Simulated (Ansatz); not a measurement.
Basis-set extrapolation for AlH$_{6}$NOSi, SMILES `[NH2][AlH][SiH2]O` (PBE0-D4/def2-TZVP geometry, frozen core, the Gaussian-basis code of Ansatz). Multiplicity 1, RHF reference.

```json
{"": "HF", "def2-TZVPP": "-663.809192", "def2-QZVPP": "-663.832376"}
{"": "MP2 correlation", "def2-TZVPP": "-0.660708", "def2-QZVPP": "-0.711807"}
{"": "CCSD(T) correlation", "def2-TZVPP": "-0.725419", "def2-QZVPP": "not run"}
```

Energies in hartree. Use E(X) = E(∞) + A·exp(−7.88·√X) for Hartree–Fock and E(X) = E(∞) + B·X^(−2.97) for correlation, with X = 3 and 4, and add CCSD(T) minus MP2 of the smaller set to the MP2 limit.

**Question.** What is the CCSD(T) energy at the basis-set limit?

**Answer.** HF limit: -663.832376 + (-0.023184) × 0.13774 = -663.83557. MP2 limit: -0.711807 + (-0.051099) × 0.74074 = -0.74966. Higher-order term: -0.725419 − (-0.660708) = -0.06471. Total: -664.64994 hartree, 72.4 kcal/mol below CCSD(T)/def2-TZVPP.
